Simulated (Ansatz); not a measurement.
Two members of one family (Zr oxide hydroxide), computed with Ansatz in the gas phase; def2 core potentials for Zr, no spin–orbit coupling. The two geometries come from different levels. A dash marks a value that wasn't run or was left out as unsound. The structures are stationary points that may keep the symmetry of their start. Remarks come from the PBE and PBE0 runs and from stability tests at other levels; not every state was tested. HOMO above LUMO (over both spins in singlets and doublets, within one spin in higher multiplets; at PBE or PBE0), or a gap under 0.15 eV within one spin, warns that the state may not be the lowest or that an electron is smeared out.

First: ZrO3H2 (singlet, charge 0, PBE-D4/def2-TZVP geometry).

```xyz
6

Zr    0.140   -0.621   -0.167
O     0.025   -0.284    1.783
O    -1.457   -0.915   -0.867
O     1.131    0.763   -1.183
H    -0.729   -0.238    2.387
H     0.889    1.295   -1.954
```

```csv
level,HOMO (eV),LUMO (eV),gap (eV),vertical IE (eV),vertical triplet (eV)
PBE-D4/def2-TZVP,-6.59,-3.17,3.41,9.98,3.65
r2SCAN-D4/def2-TZVP,-6.88,-2.77,4.10,10.07,3.58
r2SCAN-D4/def2-TZVPD,-6.93,-2.79,4.14,–,–
r2SCANh-D4/def2-TZVP,-7.48,-2.55,4.93,–,–
CAM-B3LYP-D4/def2-TZVP,-9.60,-1.80,7.80,–,–
```

Metal–donor distances: 3 × O 1.77 to 1.98 Å. Remarks: gap within one spin near zero at PBE or PBE0 (+1 doublet), gap within one spin near zero at PBE or PBE0 (triplet).

Second: ZrO4H4 (with an O–O bond) (singlet, charge 0, PBE-D4/def2-SVP geometry).

```tsv
atom	x (Å)	y (Å)	z (Å)
Zr1	-0.187	-0.120	0.073
O2	1.471	0.549	-1.368
O3	1.711	0.647	0.094
O4	-0.381	-0.958	1.793
O5	-1.583	1.148	-0.320
H6	-0.477	-1.347	2.672
H7	-2.236	1.854	-0.214
H8	2.059	-0.190	-1.635
H9	-0.377	-1.584	-1.095
```

Question: What does the change do? Estimate second minus first.

Answer: 
```tsv
level	Δ HOMO (eV)	Δ LUMO (eV)	Δ gap (eV)	Δ vertical IE (eV)	Δ vertical triplet (eV)
PBE-D4/def2-TZVP	0.35	1.06	0.71	-0.60	0.31
r2SCAN-D4/def2-TZVP	0.30	1.01	0.72	-0.47	0.37
r2SCAN-D4/def2-TZVPD	0.32	0.96	0.64	–	–
r2SCANh-D4/def2-TZVP	0.37	1.28	0.91	–	–
CAM-B3LYP-D4/def2-TZVP	0.47	1.92	1.45	–	–
```

Metal–donor distances: 4 × O 1.92 to 2.30 Å, 1 × H 1.88 Å.
